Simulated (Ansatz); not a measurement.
Born–Oppenheimer molecular dynamics of ClGaH2O (5 atoms, charge 0, multiplicity 1). It goes on from the last frame of an earlier run, with new velocities.

Theory: Ansatz, RKS B3LYP/def2-SVP.

```yaml
ensemble: NVT, Nosé–Hoover chain
time_step: 1 fs
steps_asked: 100
set_temperature: 500 K
thermostat: time constant 300 fs, chain length 1
masses: H 10 u
seed: 445224
```

First frame:

```xyz
5
Properties=species:S:1:pos:R:3
Ga 0.007 -0.165 -0.070
H -0.134 0.087 1.466
Cl 1.985 0.241 -1.017
O -1.474 -0.537 -1.024
H -2.180 -0.208 -0.384
```

Q: How far do the bonds stretch over the last three quarters of this one trajectory? (Pairs bonded in most of those frames.)

A: 
| bond | mean (Å) | spread (Å) | shortest | longest |
| --- | --- | --- | --- | --- |
| Ga1–H2 | 1.573 | 0.028 | 1.52 | 1.61 |
| Ga1–Cl3 | 2.182 | 0.085 | 2.06 | 2.29 |
| Ga1–O4 | 1.790 | 0.015 | 1.76 | 1.81 |
| O4–H5 | 0.970 | 0.025 | 0.93 | 1.01 |

Mean temperature of the second half: 646 K. The conserved energy stayed within 0.12 meV per atom of its start (net change -0.017 meV per atom), so the integration is sound. The mean temperature of the second half is 29 % above the set value. A run of 0.1 ps of so small a system gives no equilibrium averages.

Time of the run: 3.4 min on 1 thread of Intel(R) Xeon(R) Platinum 8375C CPU @ 2.90GHz (Ice Lake), on a shared host, peak memory 0.16 GiB.
